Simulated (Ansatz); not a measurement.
This geometry of BH3S3 (7 atoms, charge 0, multiplicity 1) is a first-order saddle point.

These are results of RKS PBE0-D4/def2-SVP (Ansatz 0.2.0), not measurements.

```xyz
7
Properties=species:S:1:pos:R:3
S -1.368 1.393 0.302
B -0.157 0.060 0.299
S 0.765 -0.190 1.825
S 0.088 -1.036 -1.184
H -1.797 1.187 -0.961
H 1.482 -1.242 1.377
H 1.049 -0.241 -1.704
```

(1) Which two structures does it join? (They come from a converged band through this point; their orientation in space is the band's.)

(2) How far does it lie above each of them?

Results:

(1) No bond is made or broken. The dihedral S1–B2–S4–H7 goes from -177 to 0°. The two ends are copies of one structure, up to a mirror image or an exchange of like atoms.

Initial state:

```xyz
7
Properties=species:S:1:pos:R:3
S -1.502 1.397 0.412
B -0.178 0.184 0.194
S 0.599 -0.385 1.725
S 0.249 -0.340 -1.482
H -1.851 1.494 -0.889
H 1.550 -1.163 1.169
H 1.195 -1.255 -1.176
```

Final state:

```xyz
7
Properties=species:S:1:pos:R:3
S -1.373 1.223 0.246
B -0.004 0.043 0.325
S 0.621 -0.293 1.990
S 0.767 -0.801 -1.076
H -1.551 1.207 -1.091
H 1.581 -1.172 1.629
H 0.020 -0.275 -2.070
```

(2) 0.287 eV above the first and 0.288 eV above the second. This is the barrier of this one path; another mechanism may lie lower.

Time of the run: 5.6 min on 1 CPU thread of a shared host.
